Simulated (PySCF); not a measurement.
C3H5NSi2, SMILES C#CC1=N[SiH2][SiH2]1. Geometry: ωB97X-D3(BJ)/def2-SVP. This is a generated structure with no PubChem entry under its InChIKey; it may be hypothetical.

Calculation: ωB97X-D3(BJ)/def2-SVP in PySCF.

Harmonic wavenumbers (cm⁻¹): 106, 145, 227, 371, 407, 440, 472, 480, 589, 619, 680, 696, 712, 718, 768, 785, 847, 945, 967, 1146, 1641, 2249, 2250, 2258, 2270, 2274, 3481. Rotational constants (GHz): 4.890, 1.568, 1.221; symmetry number 1.

Problem. Work out the zero-point energy and the ideal-gas rigid-rotor harmonic-oscillator thermochemistry at 298.15 K and 1 atm.

Solution. ZPE = ½ Σ hcν = ½ × 28544 cm⁻¹ = 40.81 kcal/mol. H − E(el) = 45.94 kcal/mol. Entropy in cal/(mol K): translation 40.04, rotation 27.93, vibration 15.27, total 83.23. G − E(el) = 21.12 kcal/mol. Cp = 29.05 cal/(mol K). Modes under 150 cm⁻¹ make the vibrational entropy uncertain.
